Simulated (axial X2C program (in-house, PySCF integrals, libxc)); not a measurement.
**Testing model relations on SnF**

A bond curve at the CCSD(T) level, 2c, was computed with an axial X2C code built on PySCF integrals (basis Sn dyall-cv3z [11s12p9d4f1g], F dyall-av3z [7s6p3d2f] (cores contracted in-house)) for the state Ω = 1/2 (⟨Sz⟩ = -0.50, ⟨Lz⟩ = 1.00 at HF). Its fit gives Re = 1.9614 Å, ωe = 571.7 cm⁻¹, ωexe = 2.6 cm⁻¹ and αe = 1.778e-03 cm⁻¹; the masses are 119.9022 and 18.9984 u. Two-component means X2C with spin–orbit coupling and atomic mean-field Coulomb and Gaunt terms.

Correlated methods: 11 electrons correlated (number of frozen shells: Sn 4 s, 3 p, 2 d; F 1 s), 257 virtual spin orbitals or spinors in MP2, 90 natural virtuals in coupled cluster.

Problem. Find the reduced mass, Be and the force constant.

Solution. From the CCSD(T) values: μ = 16.3999 u. Be = 16.8576/(μ Re²) = 0.2672 cm⁻¹. k = 5.8918×10⁻⁷ μ ωe² = 3.16 mdyn/Å.

Problem. Where do the fundamental and the first overtone lie?

Solution. ν(1←0) = ωe − 2ωexe = 566.5 cm⁻¹; ν(2←0) = 2ωe − 6ωexe = 1127.8 cm⁻¹.

Problem. A Morse curve ties αe to the other constants (Pekeris). How well does that hold?

Solution. αe(Morse) = 6Be²/ωe × (√(ωexe/Be) − 1) = 1.588e-03 cm⁻¹; the CCSD(T) curve gives 1.778e-03 cm⁻¹, a ratio of 0.89.

Problem. Estimate the centrifugal constant by the Kratzer relation.

Solution. D = 4Be³/ωe² = 2.33e-07 cm⁻¹.

The state is one determinant whose occupation by symmetry is held fixed; it was picked as the lowest of a PBE0 search that is not exhaustive. Coupled cluster ran in a truncated set of natural virtual spinors; the MP2 energy of the rest was added. (T) has no such correction and the atoms are truncated less, which lowers De at CCSD(T) by a hundredth of an eV or more. With the outer-core shells frozen, correlated bond lengths of heavy atoms tend to come out a few hundredths of an ångström too long.
